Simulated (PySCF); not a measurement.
CH3Cl2NSi2, SMILES Cl[Si]1(Cl)C=N[SiH2]1. The structure is a stationary point at ωB97X-D3(BJ)/def2-SVP. The structure was generated by enumeration, and PubChem lists no compound with its InChIKey, so it may never have been made.

Task: Give the equilibrium geometry at ωB97X-D3(BJ)/def2-SVP (PySCF confirms it by a frequency run) as a Z-matrix, and its point group. (Estimate from the structure and the level; the computed values follow.)

Result: point group Cs.
```
Si
C 1 1.9075
N 2 1.2865 1 106.01
H 2 1.1055 3 120.80 1 180.00
Si 3 1.8114 2 106.20 4 -180.00
H 5 1.4869 3 112.55 2 117.42
H 5 1.4869 6 110.12 3 -126.48
Cl 1 2.0596 2 115.17 4 -63.12
Cl 1 2.0596 2 115.17 4 63.12
```
Charge 0, spin multiplicity 1.
